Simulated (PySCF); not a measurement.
Isomers of C8H10OS, mass 154.045 u with the commonest isotopes. Theory: PBE0-D3(BJ)/def2-SVP geometry optimisation, gas phase (PySCF). One conformer each, none proved a minimum here; rigid rotors.

Problem. Order these by rotational constant C, largest first.
A. `[CH3:1][c:2]1[cH:3][cH:4][c:5]([S@@:6]([CH3:7])=[O:8])[cH:9][cH:10]1` with C4–C5–S6–C7 -104°
B. `[CH3:1][S:2][c:3]1[cH:4][cH:5][c:6]([CH2:7][OH:8])[cH:9][cH:10]1` with C1–S2–C3–C4 -179°, C5–C6–C7–O8 -153°, C6–C7–O8–H 58°
C. `[CH:1]#[C:2][C@@H:3]1[CH2:4][S:5][CH2:6][C@@H:7]([CH3:8])[C:9]1=[O:10]` with C2–C3–C4–S5 -64°, C3–C4–S5–C6 -57°, C4–S5–C6–C7 57°, S5–C6–C7–C8 175°
D. `[CH:1]#[C:2][C@@:3]1([S@@:4]([CH3:5])=[O:6])[C@@H:7]2[CH2:8][CH2:9][C@H:10]12` with C2–C3–S4–C5 -59°

Solution. D (876.4 MHz), C (829.2 MHz), A (574.9 MHz), B (475.7 MHz).

Problem. Order these by out-of-plane moment Σ m c² = (Ia + Ib − Ic)/2, smallest first.
A. `[CH3:1][c:2]1[cH:3][cH:4][c:5]([S@@:6]([CH3:7])=[O:8])[cH:9][cH:10]1` with C4–C5–S6–C7 -104° (1-methyl-4-(methylsulfinyl)benzene)
B. `[CH:1]#[C:2][C@@:3]1([S@@:4]([CH3:5])=[O:6])[C@@H:7]2[CH2:8][CH2:9][C@H:10]12` with C2–C3–S4–C5 -59°
C. `[CH:1]#[C:2][C@@H:3]1[CH2:4][S:5][CH2:6][C@@H:7]([CH3:8])[C:9]1=[O:10]` with C2–C3–C4–S5 -64°, C3–C4–S5–C6 -57°, C4–S5–C6–C7 57°, S5–C6–C7–C8 175°
D. `[CH3:1][S:2][c:3]1[cH:4][cH:5][c:6]([CH2:7][OH:8])[cH:9][cH:10]1` with C1–S2–C3–C4 -179°, C5–C6–C7–O8 -153°, C6–C7–O8–H 58° (4-(methylthio)benzyl alcohol)

Solution. D (7.49 u·Å²), A (37.80 u·Å²), B (96.78 u·Å²), C (106.06 u·Å²).

Problem. Order these by rotational constant A, smallest first.
A. `[CH:1]#[C:2][C@@:3]1([S@@:4]([CH3:5])=[O:6])[C@@H:7]2[CH2:8][CH2:9][C@H:10]12` with C2–C3–S4–C5 -59°
B. `[CH3:1][c:2]1[cH:3][cH:4][c:5]([S@@:6]([CH3:7])=[O:8])[cH:9][cH:10]1` with C4–C5–S6–C7 -104° (1-methyl-4-(methylsulfinyl)benzene)
C. `[CH:1]#[C:2][C@@H:3]1[CH2:4][S:5][CH2:6][C@@H:7]([CH3:8])[C:9]1=[O:10]` with C2–C3–C4–S5 -64°, C3–C4–S5–C6 -57°, C4–S5–C6–C7 57°, S5–C6–C7–C8 175°
D. `[CH3:1][S:2][c:3]1[cH:4][cH:5][c:6]([CH2:7][OH:8])[cH:9][cH:10]1` with C1–S2–C3–C4 -179°, C5–C6–C7–O8 -153°, C6–C7–O8–H 58°

Solution. C (1341 MHz), A (1573 MHz), B (3046 MHz), D (3329 MHz).

```json
{"SMILES": "C#C[C@@H]1CSC[C@@H](C)C1=O", "point group": "C1", "Ia (u·Å²)": "376.95", "Ib (u·Å²)": "444.63", "Ic (u·Å²)": "609.45", "κ": "0.20", "μa (D)": "0.36", "μb (D)": "0.86", "μc (D)": "0.60"}
{"SMILES": "CSc1ccc(CO)cc1", "point group": "C1", "Ia (u·Å²)": "151.83", "Ib (u·Å²)": "925.63", "Ic (u·Å²)": "1062.48", "κ": "-0.95", "μa (D)": "0.78", "μb (D)": "0.53", "μc (D)": "0.74"}
{"SMILES": "Cc1ccc([S@@](C)=O)cc1", "point group": "C1", "Ia (u·Å²)": "165.91", "Ib (u·Å²)": "788.72", "Ic (u·Å²)": "879.03", "κ": "-0.95", "μa (D)": "2.74", "μb (D)": "2.95", "μc (D)": "1.09"}
{"SMILES": "C#C[C@@]1([S@@](C)=O)[C@@H]2CC[C@@H]21", "point group": "C1", "Ia (u·Å²)": "321.28", "Ib (u·Å²)": "448.93", "Ic (u·Å²)": "576.64", "κ": "-0.28", "μa (D)": "2.49", "μb (D)": "1.17", "μc (D)": "3.12"}
```
